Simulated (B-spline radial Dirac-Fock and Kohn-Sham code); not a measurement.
**P: input and output of one calculation**

ΔSCF core binding energies without Breit or QED terms, calculated with a radial atomic solver. Keys: rel is the Hamiltonian (dirac, or spin-free x2c and nr, where L3 and M5 stand for the whole 2p and 3d shells), method is hf or an exchange,correlation pair (spin-unpolarised, also for the hole states), nuc the nuclear model, radius_factor scales its radius, rmax is the box in bohr, h the logarithmic mesh step, order the B-spline order, points the quadrature points per cell, c_factor scales the speed of light, and damp, ndamp, maxit and tol steer the iteration. The run stops when the commutator error falls below 10·tol·max(1, Z/10), or the numerical noise floor, and the energy has settled to about 1e-8 Ha; the virial ratio is −V/T.

Input (task.json):

```json
{"items": [{"Z": 15, "q": 0, "cfg": [[1, 0, 2], [2, 0, 2], [2, 1, 6], [3, 0, 2], [3, 1, 3]], "A": 31, "rrms": 3.1889, "do": "settings", "holes": ["K", "L3", "M5"],
  "settings": [{"rel": "dirac", "method": "hf", "nuc": "fermi", "radius_factor": 1.0, "rmax": 45.0, "h": 0.3, "order": 8, "points": 10, "c_factor": 0.0786, "maxit": 91, "damp": 0.5, "ndamp": 3, "tol": 1e-08}]}]}
```

Command: `python xray2_run.py task.json out`

Ground-state iterations:

```
iter   energy (Ha)        error
   1     -373.86180031  1.12e+00
   2     -376.58750801  3.54e-01
   3     -377.11113981  1.03e-01
   4     -377.14865301  3.51e-02
   5     -377.15208176  1.15e-02
   6     -377.15262856  8.06e-04
   7     -377.15263877  2.17e-04
   8     -377.15263947  4.17e-05
   9     -377.15263951  6.45e-06
  10     -377.15263951  4.00e-07
  11     -377.15263951  2.24e-08
```

The ground state converged in 11 iterations, with total energy -377.15264 Ha, virial ratio 1.20905 and highest orbital energy -7.33 eV. ΔSCF binding energies: K (1s) 1824.6 eV, L3 (2p3/2) 108.5 eV. Holes are computed only in closed shells, and unreliable hole states are left out.

Question: One setting is unsound. Which, and why?

Answer: c_factor makes c so small that Zα exceeds 1, so any numbers that come out have no meaning. With the default settings (Dirac Hartree-Fock): The ground state converged in 10 iterations, with total energy -341.49467 Ha, virial ratio 1.99504 and highest orbital energy -9.51 eV. ΔSCF binding energies: K (1s) 2154.5 eV, L3 (2p3/2) 138.3 eV. Holes are computed only in closed shells, and unreliable hole states are left out.
